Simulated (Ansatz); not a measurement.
The cluster MoO₃. The state is a triplet with charge 0. Geometry r2SCAN-D4/def2-TZVP.

```xyz
4

Mo    0.633   -0.371    0.099
O    -0.065   -1.890   -0.079
O    -0.408    1.106    0.689
O    -0.159    1.156   -0.708
```

In the def2 sets Mo takes a core potential, while STO-3G treats all electrons; there is no spin–orbit coupling. The structure holds one bond between oxygen atoms, so isomers without such links may lie far lower. At HF/STO-3G the charge 0 triplet is spin-contaminated (final ⟨S²⟩ up to 3.01, 2.00 for a pure state). The structure comes from a short search, and lower isomers may exist.

Problem. Estimate the α-spin orbital energies around the gap (eV) in Ansatz with HF/STO-3G, PBE-D4/def2-TZVP, r2SCAN-D4/def2-TZVP, PBE0-D4/def2-TZVP, BHLYP-D4/def2-TZVP.

Solution. 
| orbital | HF/STO-3G | PBE-D4/def2-TZVP | r2SCAN-D4/def2-TZVP | PBE0-D4/def2-TZVP | BHLYP-D4/def2-TZVP |
| --- | --- | --- | --- | --- | --- |
| HOMO−5 | -10.08 | -9.75 | -10.09 | -11.32 | -12.83 |
| HOMO−4 | -9.71 | -9.17 | -9.54 | -10.86 | -12.48 |
| HOMO−3 | -8.35 | -8.79 | -9.03 | -10.11 | -11.24 |
| HOMO−2 | -7.59 | -6.81 | -7.02 | -8.16 | -9.91 |
| HOMO−1 | -6.91 | -6.33 | -6.89 | -8.11 | -9.51 |
| HOMO | -5.60 | -5.22 | -5.62 | -6.47 | -7.66 |
| LUMO | 4.27 | -4.76 | -4.86 | -4.06 | -3.15 |
| LUMO+1 | 6.92 | -2.70 | -2.64 | -1.85 | -0.90 |
| LUMO+2 | 8.52 | -2.39 | -2.30 | -1.42 | -0.34 |
| LUMO+3 | 9.90 | -1.37 | -1.09 | -0.69 | -0.09 |
| LUMO+4 | 12.78 | -1.25 | -0.96 | -0.19 | 0.62 |
| LUMO+5 | 15.23 | 0.03 | 0.52 | 1.03 | 1.44 |
| β HOMO | -8.14 | -6.85 | -7.17 | -8.36 | -9.77 |
| β LUMO | 6.02 | -4.29 | -3.83 | -3.13 | -2.51 |
